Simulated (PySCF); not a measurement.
**How methods differ on the excitation energy of Sb**

Sb [Kr] 4d10 5s2 5p3 (4S) → Sb [Kr] 4d10 5s2 5p2 6s1, s spin flipped, as a difference of total energies. Calculation: PySCF 2.14, in x2c-TZVPPall with one added diffuse shell each of s, p, d, f type (9s7p5d3f, 76 functions); the spin-free X2C one-electron Hamiltonian (Gaussian nucleus). Correlated levels: valence: [Kr] 4d10 frozen. The calculations carry no spin-orbit coupling.

```json
{"method": "UHF", "excitation energy (cm⁻¹)": "50829"}
{"method": "MP2 (valence)", "excitation energy (cm⁻¹)": "51535"}
{"method": "SCS-MP2 (valence)", "excitation energy (cm⁻¹)": "50553"}
```

The upper determinant mixes two multiplicities, so it lies between the two terms.

The promoted electron is Rydberg-like, and one or two diffuse shells describe it only roughly, which tends to raise the upper state.
